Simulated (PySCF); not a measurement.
Ru²⁺ (ruthenium, charge +2): UHF calculation

Configuration: [Kr] 4d6, high-spin 5D determinant. Calculation: PySCF 2.14, in def2-SVP with the def2 core potential (28 electrons) (5s3p2d1f, 31 functions); a scalar-relativistic core potential.

| Property | Result |
| --- | --- |
| Total energy | -93.317883 hartree |
| One-electron energy | -153.7449 hartree |
| Hartree (Coulomb) energy | 69.5179 hartree |
| Exchange energy | -9.0908 hartree |
| ⟨S²⟩ | 6.0029 |
| ⟨L²⟩ | 6.025 |
| Sum of ⟨r⟩ | 18.08 bohr |
| Sum of ⟨r²⟩ | 27.40 bohr² |
| Traceless quadrupole moment −½Σ⟨3z² − r²⟩ along its main axis | 0.760 e·bohr² |
| Time after the integrals | 0.06 s of wall time on 1 thread of Intel(R) Xeon(R) Platinum 8559C (shared host) |

```json
{"shell": "4s α", "electrons": "1", "mean orbital energy (eV)": "-118.84", "spread (eV)": "0", "rms radius, mean of both spins (bohr)": "1.09"}
{"shell": "4s β", "electrons": "1", "mean orbital energy (eV)": "-111.75", "spread (eV)": "0", "rms radius, mean of both spins (bohr)": "1.09"}
{"shell": "4p α", "electrons": "3", "mean orbital energy (eV)": "-84.004", "spread (eV)": "1.620", "rms radius, mean of both spins (bohr)": "1.21"}
{"shell": "4p β", "electrons": "3", "mean orbital energy (eV)": "-74.981", "spread (eV)": "1.129", "rms radius, mean of both spins (bohr)": "1.21"}
{"shell": "4d α", "electrons": "5", "mean orbital energy (eV)": "-31.928", "spread (eV)": "1.883", "rms radius, mean of both spins (bohr)": "1.65"}
{"shell": "4d β", "electrons": "1", "mean orbital energy (eV)": "-27.820", "spread (eV)": "0", "rms radius, mean of both spins (bohr)": "1.65"}
```

Energies and moments cover only the electrons outside the core potential.
